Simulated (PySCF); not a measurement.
**Question.** Write Cartesian coordinates for tetrahydrofurfuryl chloride (`ClC[C@@H]1CCCO1`) as optimised with PBE0-D3(BJ)/def2-SVP.

**Answer.** 
```xyz
16
C5H9ClO angstrom
Cl     3.7191   -0.0437    0.5211
C      2.3624    1.0135    0.0421
C      1.0363    0.4210    0.4752
C      0.6672   -0.9030   -0.1932
C     -0.8479   -0.7878   -0.3009
C     -1.0071    0.6938   -0.6059
O      0.0193    1.3424    0.1185
H      2.5176    1.9941    0.5107
H      2.3917    1.1332   -1.0503
H      1.0485    0.3044    1.5762
H      1.1213   -0.9560   -1.1973
H      1.0169   -1.7757    0.3737
H     -1.2871   -1.4400   -1.0695
H     -1.3220   -1.0323    0.6635
H     -1.9780    1.1087   -0.2923
H     -0.8942    0.8868   -1.6909
```

Orientation and origin are arbitrary. Atoms count from 1 in this order. O7 (cyclic ether oxygen) is bent (angle 110.6°). The 5-membered ring C3–C4–C5–C6–O7 has internal angles of 101.1° to 110.6°; it is puckered, 0.17 Å rms from its mean plane, widest ring torsion 37°. Of the pairs four or more bonds apart, H9···H11 is among the closest relative to their van der Waals radii: 2.45 Å, 102 % of the sum of Bondi's values.

Bonds between heavy atoms (Å): Cl1–C2 1.785, C2–C3 1.516, C3–C4 1.528, C4–C5 1.523, C5–C6 1.521, C6–O7 1.414, C3–O7 1.418.

The calculation used PBE0-D3(BJ)/def2-SVP geometry optimisation, gas phase in PySCF.

Point group: C1 (no symmetry element, even within 0.4 Å). PBE0-D3(BJ)/def2-SVP frequencies: not computed here. The numbers are those of one conformer (Cl1–C2–C3–C4 -65°, C2–C3–C4–C5 -146°, C3–C4–C5–C6 37°, C4–C5–C6–O7 -35°, C5–C6–O7–C3 19°).
